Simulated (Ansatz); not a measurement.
`C[SiH](F)B[SiH3]` and `C[SiH](F)Br` differ in one atom or group.

Ansatz, PBE0-D4/def2-TZVP geometries, multiplicity 1. Each molecule was computed in one conformer, which needn't be the lowest.

Scalar relativity is left out up to krypton. Spin–orbit coupling is left out; it splits and shifts lone-pair levels of the heavy atoms by tenths of an eV.

| property | `C[SiH](F)B[SiH3]` |
| --- | --- |
| HOMO energy (ωB97M-V/def2-TZVPP) / eV | -9.93 |
| size of the dipole moment (PBE/def2-TZVPP) / D | 1.81 |
| HOMO–LUMO gap (PBE0/def2-TZVPP) / eV | 4.91 |
| size of the dipole moment (B3LYP/def2-TZVPP) / D | 1.91 |
| HOMO energy (PBE0/def2-TZVPP) / eV | -7.82 |
| HOMO–LUMO gap (PBE/def2-TZVPP) / eV | 2.77 |

Question: Give the same properties after the change, and the shifts. (Estimate.)

Answer: The calculation gave: 
```json
{"property": "HOMO energy (ωB97M-V/def2-TZVPP) / eV", "`C[SiH](F)Br`": "-10.71", "shift": "-0.78"}
{"property": "size of the dipole moment (PBE/def2-TZVPP) / D", "`C[SiH](F)Br`": "2.04", "shift": "0.23"}
{"property": "HOMO–LUMO gap (PBE0/def2-TZVPP) / eV", "`C[SiH](F)Br`": "9.00", "shift": "4.09"}
{"property": "size of the dipole moment (B3LYP/def2-TZVPP) / D", "`C[SiH](F)Br`": "2.10", "shift": "0.19"}
{"property": "HOMO energy (PBE0/def2-TZVPP) / eV", "`C[SiH](F)Br`": "-8.50", "shift": "-0.68"}
{"property": "HOMO–LUMO gap (PBE/def2-TZVPP) / eV", "`C[SiH](F)Br`": "6.80", "shift": "4.03"}
```

With PBE0 the HOMO falls by 0.68 eV and the LUMO rises by 3.41 eV, so the gap widens by about 4.09 eV. PBE moves the HOMO by -0.59 eV and ωB97M-V by -0.78 eV. The zero-point energy changes by -91.7 kJ/mol with -15 modes. Dipoles are sizes alone; their direction can turn.

B3LYP here is the variant with VWN-RPA as its local correlation; programs differ in this.
